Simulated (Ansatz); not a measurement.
Reaction (formal exchange of groups at a C–O bond): `CCOC(=S)S` + `CI` → `CCCI` + `OC(=S)S`

Isolated molecules relaxed with PBE0-D4/def2-TZVP in Ansatz; ΔE leaves out vibrations. CCSD(T)/CBS is the MP2 limit (def2-TZVPP, def2-QZVPP) plus CCSD(T) − MP2 in def2-TZVPP, frozen cores. Functionals use def2-TZVPP. B3LYP here is the variant with VWN-RPA as its local correlation; programs differ in this. def2 core potentials past Kr. For I outer-core shells are correlated without core-valence functions, which leaves a few kJ/mol of doubt a bond. Each species was taken in one conformer, which may not be the lowest.

Q: Is it downhill or uphill in electronic energy at CCSD(T)/CBS, and by how much? (Best estimate.)

A: The calculation gave: Downhill: ΔE = -55.4 kJ/mol.

Q: What do these levels give: PBE0-D4, B3LYP-D4, ωB97M-V, r2SCAN, B3LYP, HF/def2-TZVPP, MP2/def2-TZVPP, SCS-MP2/def2-TZVPP, CCSD/def2-TZVPP, HF/def2-QZVPP, MP2/def2-QZVPP, MP2/CBS(def2)? (Estimate.)

A: The calculation gave: PBE0-D4 -54.2, B3LYP-D4 -48.5, ωB97M-V -53.5, r2SCAN -50.4, B3LYP -47.3, HF/def2-TZVPP -48.3, MP2/def2-TZVPP -58.3, SCS-MP2/def2-TZVPP -54.0, CCSD/def2-TZVPP -54.4, HF/def2-QZVPP -47.9, MP2/def2-QZVPP -59.4, MP2/CBS(def2) -60.4 kJ/mol.

Largest T1 diagnostic among the species: 0.017.

In def2-TZVPP, CCSD(T) changes the Hartree–Fock value by −5.0 kJ/mol (the triples alone add +1.1 kJ/mol) and MP2 by −10.0 kJ/mol.
